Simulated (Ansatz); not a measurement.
Series FeX2: PBE-D4/def2-SVP single points in Ansatz on relaxed structures, gas phase. Core potentials for I, no spin–orbit coupling. HOMO and LUMO are taken over both spins. Binding counts from free atoms in the multiplicity of their measured ground term, without zero-point energy. Singlets are spin-restricted. Names give formal oxidation states. The structures are stationary points that may keep the symmetry of their start. Remarks come from the PBE and PBE0 runs and from stability tests at other levels; not every state was tested. HOMO above LUMO (over both spins in singlets and doublets, within one spin in higher multiplets; at PBE or PBE0), or a gap under 0.15 eV within one spin, warns that the state may not be the lowest or that an electron is smeared out.

```
          species  atoms    state           geometry  HOMO (eV)  LUMO (eV)  gap (eV)  binding per atom (eV)  point group (within 0.1 Å)                        remarks
            FeBr2      3  quintet   PBE-D4/def2-TZVP      -5.06      -4.93      0.14                   2.65                         D∞h  gap within one spin near zero
             FeI2      3  quintet  PBE0-D4/def2-TZVP      -5.39      -5.16      0.23                   2.27                         D∞h                              –
Fe(NH2)2 (FeN2H4)      7  quintet  PBE0-D4/def2-TZVP      -3.49      -3.23      0.26                   3.31                         D2d                              –
   FeMe2 (C2H6Fe)      9  quintet  PBE0-D4/def2-TZVP      -4.28      -4.00      0.28                   3.56                           –                              –
```

The gap (eV) runs from 0.14 (FeBr2) to 0.28 (FeMe2).
